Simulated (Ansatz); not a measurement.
`[CH3][GeH]([Cl])[I]` + HCl → `[CH3][GeH]([Cl])[Cl]` + HI at 700 K and 1 bar (ligand exchange at a Ge–I bond).

Computed with Ansatz on PBE0-D4/def2-TZVP structures; ΔE is electronic, products minus reactants. CBS: MP2 limit from def2 TZ/QZ plus the TZ coupled-cluster correction, frozen cores. This one scheme is used for every species. def2 core potentials past Kr. For Ge, I outer-core shells are correlated without core-valence functions, which leaves a few kJ/mol of doubt a bond. Scalar relativity is left out up to krypton.

| species | CCSD(T)/CBS energy (Eh) | H − E (kJ/mol) | S (J/(mol·K)) |
| --- | --- | --- | --- |
| `[CH3][GeH]([Cl])[I]` | -2873.88412 | 190.9 | 464.2 |
| HCl | -460.38127 | 38.4 | 211.8 |
| `[CH3][GeH]([Cl])[Cl]` | -3036.22487 | 191.4 | 443.4 |
| HI | -298.03592 | 34.6 | 231.7 |

H − E and S are ideal-gas, rigid-rotor, harmonic terms from PBE0-D4/def2-TZVP, for one conformer and one mirror image of each species. 1 Eh = 2625.50 kJ/mol, R = 8.31446 J/(mol·K).

Question: By hand: ΔE, ΔH, ΔS and ΔG.

Answer: ΔE = (-3036.22487) + (-298.03592) − (-2873.88412) − (-460.38127) = 0.00460 Eh = 12.1 kJ/mol. Δ(H − E) = 191.4 + 34.6 − 190.9 − 38.4 = -3.3, so ΔH = 8.8 kJ/mol. ΔS = 443.4 + 231.7 − 464.2 − 211.8 = -0.9 J/(mol·K). ΔG = 8.8 − 700 × (-0.9)/1000 = 9.4 kJ/mol.

Question: By hand: the equilibrium constant, and the temperature at which ΔG would vanish if ΔH and ΔS stayed fixed.

Answer: log₁₀ K = −ΔG/(RT ln 10) = -0.7. ΔH and −TΔS have one sign here, so there is no such temperature. One of them is within its doubt of zero, so this could turn.

The number of gas molecules stays the same, so ΔS is small and ΔH decides. A doubt of 5 kJ/mol in ΔE shifts log₁₀ K by 0.4 here. Other conformers and mirror images would add mixing entropy, several J/(mol·K) or more a flexible species. These are equilibria of isolated gas molecules and say nothing of rates. Largest T1 diagnostic: 0.009 (customary marks: 0.02 for closed shells, 0.045 for open ones).
